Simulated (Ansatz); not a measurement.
Reaction (formal exchange of groups at the Sb–Si bond): `[F][SbH][SiH3]` + `[SbH3]` → `[F][SbH][SbH2]` + SiH₄

Isolated molecules relaxed with PBE0-D4/def2-TZVP in Ansatz; ΔE leaves out vibrations. CCSD(T)/CBS adds triple-zeta CCSD(T) − MP2 to the extrapolated MP2 energy (def2 sets, frozen cores). This one scheme is used for every species. DFT in def2-TZVPP. HSE06 is defined as in plane-wave codes. Elements past krypton have def2 core potentials. For Sb outer-core shells are correlated without core-valence functions, which leaves a few kJ/mol of doubt a bond.

```tsv
level	ΔE (kcal/mol)	difference from CCSD(T)/CBS
BLYP-D4	-12.0	-0.1
r2SCAN-D4	-11.0	0.9
r2SCANh-D4	-11.0	0.9
r2SCAN0-D4	-11.0	0.9
HSE06-D4	-10.6	1.3
ωB97M-V	-10.6	1.3
B2PLYP	-11.8	0.1
r2SCAN	-11.0	0.9
PBE0	-10.3	1.6
CAM-B3LYP	-10.5	1.4
RPA@PBE/def2-TZVPP	-9.9	2.0
CCSD/def2-SVP	-11.3	0.6
CCSD/def2-TZVPP	-10.0	1.9
HF/def2-QZVPP	-11.2	0.7
SCS-MP2/def2-QZVPP	-12.8	-0.9
HF/CBS(def2)	-11.2	0.7
CCSD(T)/CBS	-11.9	0
```

Largest T1 diagnostic among the species: 0.015.

Leaving LDA and LC-ωPBE aside and taking each functional with its dispersion term where it has one, the values, not all of them listed here, spread over 4.1 kcal/mol, from BHLYP-D4 to B97M-V.
